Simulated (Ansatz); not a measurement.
`[NH2][AlH][CH2]C=[Se]` + CH₃OH → `C[O][AlH][NH2]` + `CC=[Se]`  (ligand exchange at the Al–C bond)

Calculated with Ansatz (gas phase, PBE0-D4/def2-TZVP geometries, no zero-point term in ΔE). CCSD(T)/CBS is the MP2 limit (def2-TZVPP, def2-QZVPP) plus CCSD(T) − MP2 in def2-TZVPP, frozen cores. This one scheme is used for every species. Functionals use def2-TZVPP. B3LYP here is the variant with VWN-RPA as its local correlation; programs differ in this. HSE06 is defined as in plane-wave codes. For Se outer-core shells are correlated without core-valence functions, which leaves a few kJ/mol of doubt a bond. Scalar relativity is left out up to krypton. Each species was taken in one conformer, which may not be the lowest.

`[NH2][AlH][CH2]C=[Se]`:

Cartesian coordinates in Å:
```
N -0.224 -1.546 -1.139
Al 1.024 -0.600 -0.346
C 0.483 1.023 0.686
C -0.945 0.952 0.877
Se -2.203 1.542 -0.225
H -0.065 -2.365 -1.703
H -1.198 -1.284 -1.153
H 2.546 -1.015 -0.424
H 0.793 1.846 0.034
H 1.061 1.016 1.615
H -1.273 0.431 1.778
```

CH₃OH:

Cartesian coordinates in Å:
```
C 0.250 0.006 -0.253
O -0.411 -0.447 0.905
H 1.124 -0.631 -0.392
H 0.597 1.043 -0.159
H -0.376 -0.074 -1.151
H -1.185 0.102 1.049
```

`C[O][AlH][NH2]`:

```xyz
10

C     0.626    1.709    0.750
O     0.466    0.354    0.461
Al   -0.551   -0.531   -0.554
N    -0.353   -2.280   -0.568
H     1.642    2.034    0.500
H    -0.076    2.347    0.197
H     0.471    1.890    1.819
H    -1.638    0.177   -1.454
H    -0.903   -2.907   -1.132
H     0.317   -2.793   -0.020
```

`CC=[Se]`:

```xyz
7

C     0.306   -0.540    0.292
C    -0.272    0.630   -0.403
Se   -1.795    1.411   -0.031
H     1.295   -0.284    0.691
H     0.473   -1.353   -0.426
H    -0.333   -0.893    1.100
H     0.325    1.029   -1.224
```

| level | ΔE (kJ/mol) | difference from CCSD(T)/CBS |
| --- | --- | --- |
| PBE-D4 | -93.3 | 17.9 |
| r2SCAN-D4 | -103.4 | 7.8 |
| B3LYP-D4 | -108.6 | 2.6 |
| HSE06 | -101.5 | 9.7 |
| MP2/def2-SVP | -120.3 | -9.1 |
| CCSD(T)/def2-SVP | -121.5 | -10.3 |
| CCSD/def2-TZVPP | -117.6 | -6.4 |
| CCSD(T)/def2-TZVPP | -113.4 | -2.2 |
| HF/def2-QZVPP | -132.9 | -21.7 |
| HF/CBS(def2) | -133.1 | -21.9 |
| CCSD(T)/CBS | -111.2 | 0 |

Largest T1 diagnostic among the species: 0.017.

From BLYP to BHLYP (50 % exact exchange), in def2-TZVPP and without D4, ΔE moves by −7.4 kJ/mol. At CCSD(T), def2-SVP lies −10.3 kJ/mol from the extrapolated value and def2-TZVPP −2.2 kJ/mol. The D4 term adds +8.1 kJ/mol with B3LYP and +4.5 kJ/mol with PBE0; it sums over pairs of atoms, weighted by their polarisabilities, and B3LYP, whose exchange is more repulsive, gets the larger term.
